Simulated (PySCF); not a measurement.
# Correlation energy of Te⁺ (tellurium, charge +1)

[Kr] 4d10 5s1 5p3 6s1, high-spin 6S determinant (an excited configuration). All numbers are calculated (PySCF 2.14, scalar relativity by spin-free X2C-1e, in aug-cc-pwCVTZ-DK3 with one added diffuse shell each of s, p, d, f type (11s10p8d5f1g, 125 functions)). Frozen: [Kr] 4d10; 5 electrons correlated.

MP2 pair energies summed by pair of shells (mhartree):

```tsv
pair	energy	share (%)
5p-5p	-13.98	53.0
5p-6s	-9.20	34.9
5s-5p	-2.79	10.6
5s-6s	-0.39	1.5
```

Total MP2 correlation energy: -26.36 mhartree.

Same-spin part -26.36 and opposite-spin part 0.00 mhartree; SCS-MP2 scales them by 1/3 and 6/5 to -8.79 mhartree.
